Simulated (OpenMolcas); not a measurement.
## Ir3+: effect of the metal basis

Ir3+ with its 6 nearest fluoride ions at 2.056 Å, on the Y site of Cs2NaYF6 (a = 9.075 Å, distance in the model lattice 2.178 Å). The rest of the host is ab initio model potentials to 7.6 Å and point charges beyond; the distance is set by hand and nothing relaxes.

```yaml
Program: OpenMolcas 26.06
Method: CASSCF
Spin-orbit_coupling: state interaction with AMFI integrals over the reference wave functions
```

Fixed: ligand basis ANO-RCC-VDZP, active space 6 electrons in 5 orbitals (5d), DKH2 Hamiltonian.

States (labels of O, the rotations of Oh). Energies in cm-1 above the lowest state or level, χT in cm3 K/mol; 10Dq and B are least-squares fits to the states below 45000 cm-1, weighted by degeneracy, with a free offset, and given where the rms deviation is under 5 % of |10Dq| (or 100 cm-1) and under 700 cm-1.

| Run | Metal basis | Ground state | First state of that spin | 10Dq | B (rms of fit) | First gap with spin-orbit (degeneracies) | χT at 300 K | First state of another spin | Cost |
| --- | --- | --- | --- | --- | --- | --- | --- | --- | --- |
| A | ANO-RCC-VDZP | 1A1 | 1T1 21675 | 23898 | 736 (163) | 13452 (1, 2) | 0.039 | 3T1 15398 | roughly 60 core-seconds |
| B | ANO-RCC-VTZP | 1A1 | 1T1 21363 | 23560 | 745 (156) | 13018 (1, 2) | 0.040 | 3T1 14999 | roughly 100 core-seconds |

Against A, |10Dq| changes by -1.4 % in B.

Costs are those of the RASSCF and RASSI steps.

Without dynamic correlation the repulsion within the d shell is too large (B by tens of per cent), so at a given field states of lower spin stand too high. The least metal-like active orbital is 79 % on the metal (Löwdin) and no ligand orbital is active, so the numbers are rough. With metal d orbitals alone the field can be off either way by tens of per cent. Ligand-to-metal charge-transfer states are missing. With no ligand orbital active B as a rule stays too high, so bands that hang on it stand too high and its fall with covalency is understated. No measured value stands beside these numbers; the geometry was set by hand and not optimised.
